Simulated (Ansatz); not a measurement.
One change: `F[CH](F)[GeH2][SiH3]` becomes `FC(F)CBr`.

Ansatz, PBE0-D4/def2-TZVP geometries, multiplicity 1. Each molecule was computed in one conformer, which needn't be the lowest.

Scalar relativity is left out up to krypton.

```csv
property,`F[CH](F)[GeH2][SiH3]`
size of the dipole moment (PBE/def2-TZVPP) / D,1.41
HOMO energy (ωB97M-V/def2-TZVPP) / eV,-10.33
HOMO energy (B3LYP/def2-TZVPP) / eV,-8.02
LUMO energy (PBE/def2-TZVPP) / eV,-0.81
HOMO–LUMO gap (ωB97M-V/def2-TZVPP) / eV,12.08
LUMO energy (B3LYP/def2-TZVPP) / eV,-0.20
```

**Question.** What does the change do to each property? (Estimate.)

**Answer.** The calculation gave: 
```json
{"property": "size of the dipole moment (PBE/def2-TZVPP) / D", "`FC(F)CBr`": "2.74", "shift": "1.33"}
{"property": "HOMO energy (ωB97M-V/def2-TZVPP) / eV", "`FC(F)CBr`": "-10.50", "shift": "-0.17"}
{"property": "HOMO energy (B3LYP/def2-TZVPP) / eV", "`FC(F)CBr`": "-7.96", "shift": "0.06"}
{"property": "LUMO energy (PBE/def2-TZVPP) / eV", "`FC(F)CBr`": "-1.29", "shift": "-0.48"}
{"property": "HOMO–LUMO gap (ωB97M-V/def2-TZVPP) / eV", "`FC(F)CBr`": "12.32", "shift": "0.24"}
{"property": "LUMO energy (B3LYP/def2-TZVPP) / eV", "`FC(F)CBr`": "-0.54", "shift": "-0.34"}
```

Dipoles are sizes alone; their direction can turn.

B3LYP here is the variant with VWN-RPA as its local correlation; programs differ in this.

Spin–orbit coupling is left out; it splits and shifts lone-pair levels of the heavy atoms by tenths of an eV.
